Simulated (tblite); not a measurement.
C8H8O (charge +1 and doublet state).
Numbering: `[CH3:1][C:2](=[O:3])[C+:4]1[CH:5][C@@H:6]2[CH:7]=[CH:8][C@H:9]12` (hydrogens: H10, H11, H12 on C1; H13 on C5; H14 on C6; H15 on C7; H16 on C8; H17 on C9)

Cartesian coordinates in Å at the GFN2-xTB level; atoms count from 1:
```
atom  x, y, z in Å
C1     2.6897   -0.1022   -0.0493
C2     1.5754   -0.6730    0.7897
O3     1.7118   -1.3196    1.7778
C4     0.2470   -0.3243    0.2240
C5    -0.2081    0.3169   -0.8628
C6    -1.6326    0.0602   -0.5003
C7    -2.2606    1.0238    0.4829
C8    -1.7519    0.4599    1.5872
C9    -1.1023   -0.6507    0.8328
H10    3.6290   -0.2719    0.4751
H11    2.7047   -0.6170   -1.0096
H12    2.5432    0.9601   -0.2275
H13    0.2250    0.8242   -1.7024
H14   -2.2681   -0.4454   -1.2192
H15   -2.9848    1.7940    0.2869
H16   -1.8154    0.6536    2.6397
H17   -1.3091   -1.6767    1.1146
```

Computed geometry: GFN2-xTB, gas phase. This method treats the open shell by occupation alone, without spin polarisation.

Masses are those of the commonest isotopes; rigid-rotor values at the optimised geometry. The values belong to one conformer with, in the numbering `[CH3:1][C:2](=[O:3])[C+:4]1[CH:5][C@@H:6]2[CH:7]=[CH:8][C@H:9]12`, C1–C2–C4–C5 3°.

Give the principal moments of inertia and the rotational constants in MHz.

Ia = 133.83, Ib = 408.50, Ic = 487.82 u·Å²; 505379 MHz·u·Å²/I gives A = 3776, B = 1237, C = 1036 MHz.

What kind of rotor is it?

An asymmetric top: κ = (2 × 1237 − 3776 − 1036)/(3776 − 1036) = -0.85.

Is it planar, by Δ = Ic − Ia − Ib?

Not planar: Δ = Ic − Ia − Ib = -54.51 u·Å². For a rigid frame Δ = −2 Σ m c², so Σ m c² = 27.25 u·Å² lies off the ab plane: 8.75 from hydrogen and 18.50 from heavier atoms. The atom farthest from that plane is 1.44 Å away.

Estimate the classical rotational partition function at 50 K, 200 K and 298.15 K.

Point group C1, symmetry number σ = 1; q = (√π/σ)·√((kT/h)³/(ABC)), k/h = 20836.6 MHz/K: 27100 at 50 K, 217000 at 200 K, 394000 at 298.15 K.

For this open shell read J as N, the rotation without spin; fine and hyperfine splittings come on top. Its GFN2-xTB frequencies are all real (lowest 37 cm⁻¹). These are rigid-rotor constants of the computed structure; measured ground-state constants (B0) also hold zero-point vibration.

Hardware: Arm Neoverse V1, one thread, shared host with 32 logical CPUs at a one-minute load of 6.6. Cost: 0.77 s. This is the geometry optimisation.
